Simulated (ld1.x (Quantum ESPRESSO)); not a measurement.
# Varying the PAW potential for technetium (Tc)

Base potential:

technetium, PAW, made with ld1.x (Quantum ESPRESSO) 7.5 (LDA (PZ), fully relativistic). Core [Ar] 3d10, reference 4s2 4p6 4d5 5s2 5p0. Waves: 4s (bound): rcut 1.50, rcutus 1.70 bohr; 5s (bound): rcut 1.50, rcutus 1.70 bohr; 4p (bound): rcut 1.90, rcutus 2.45 bohr; 5p (bound, empty): rcut 1.90, rcutus 2.45 bohr; 4d (bound): rcut 1.20, rcutus 1.55 bohr; 4d channel at -0.05 Ry: rcut 1.20, rcutus 1.55 bohr. Local part: all-electron potential smoothed inside 1.20 bohr (lloc = -1). Core correction: a·sin(br)/r model core, default radius (ld1.x builds one for every PAW set, though the input has nlcc=.false.). Augmentation charge: PSQ, inside the norm-conserving radii.

Open shells are filled in proportion to 2j + 1 (rel_dist='average').

All-electron outer shells of the reference configuration (LDA (PZ), scalar-relativistic, ld1.x):

```csv
shell,level (eV),outermost node (bohr),outermost maximum (bohr)
3p,-415.60,0.16,0.36
3d,-250.19,–,0.31
4s,-73.39,0.50,0.95
4p,-45.40,0.51,1.03
4d,-6.81,0.50,1.27
5s,-5.27,1.28,2.72
5p,-1.53,1.45,3.63
```

Cutoffs, loose and tight: the cutoffs (Ry, on a coarse ladder) from which the occupation-weighted sum of valence levels, in a spherical-Bessel basis at the reference potential, stays within 10 and 1 mRy of its value at 400 Ry. They do not see the model core or the augmentation charge, which bear on the density cutoff. Test errors are all-electron minus pseudo excitation energies from the reference, over the configurations 4s2 4p6 4d5 5s1 5p0; 4s2 4p6 4d5 5s0 5p0; 4s2 4p6 4d4 5s0 5p0; 4s2 4p6 4d5 5s0 5p2; 4s2 4p6 4d6 5s0 5p0; 4s2 4p6 4d5 5s1.5 5p0; 4s2 4p6 4d6 5s1 5p0. A dash means not determined; rows that change the core or the reference have their own tests.

Cutoffs are not given where the Bessel-basis levels miss the radial ones by over 6 mRy, ghosts where they miss by over 20 mRy; a channel whose overlap is not positive is not tested.

| change | outcome | bound ghosts | largest test error (meV) |
| --- | --- | --- | --- |
| base | generated | not determined | -1.3 |
| waves 4s (bound): rcut 1.04, rcutus 1.10 bohr; 5s (bound): rcut 1.04, rcutus 1.10 bohr | generated | not determined | -1.5 |
| waves 4s (bound): rcut 1.18, rcutus 1.26 bohr; 5s (bound): rcut 1.18, rcutus 1.26 bohr | generated | not determined | -1.4 |
| waves 4s (bound): rcut 1.40, rcutus 1.48 bohr; 5s (bound): rcut 1.40, rcutus 1.48 bohr | generated | not determined | -1.6 |
| waves 4s (bound): rcut 1.46, rcutus 1.54 bohr; 5s (bound): rcut 1.46, rcutus 1.54 bohr | generated | not determined | -1.7 |
| waves 4s (bound): rcut 1.50, rcutus 1.78 bohr; 5s (bound): rcut 1.50, rcutus 1.78 bohr | generated | not determined | -1.2 |
| waves 4s (bound): rcut 1.50, rcutus 1.88 bohr; 5s (bound): rcut 1.50, rcutus 1.88 bohr | generated | not determined | -1.0 |
| waves 4s (bound): rcut 1.50, rcutus 2.26 bohr; 5s (bound): rcut 1.50, rcutus 2.26 bohr | failed: new_paw_hamiltonian: negative rho | – | – |
| waves 4s (bound): rcut 1.50, rcutus 2.36 bohr; 5s (bound): rcut 1.50, rcutus 2.36 bohr | failed: new_paw_hamiltonian: negative rho | – | – |
| waves 4s (bound): rcut 1.50, rcutus 2.54 bohr; 5s (bound): rcut 1.50, rcutus 2.54 bohr | failed: new_paw_hamiltonian: negative rho | – | – |

Question: What comes out with this change to the base: waves 4s (bound): rcut 1.50, rcutus 2.08 bohr; 5s (bound): rcut 1.50, rcutus 2.08 bohr?

Answer: outcome: generated; bound ghosts: not determined; largest test error (meV): +5.4.

Reading the sweep of the s radius (base included, trends over the rows without a ghost): The generation fails at 2.26, 2.36, 2.54 bohr.
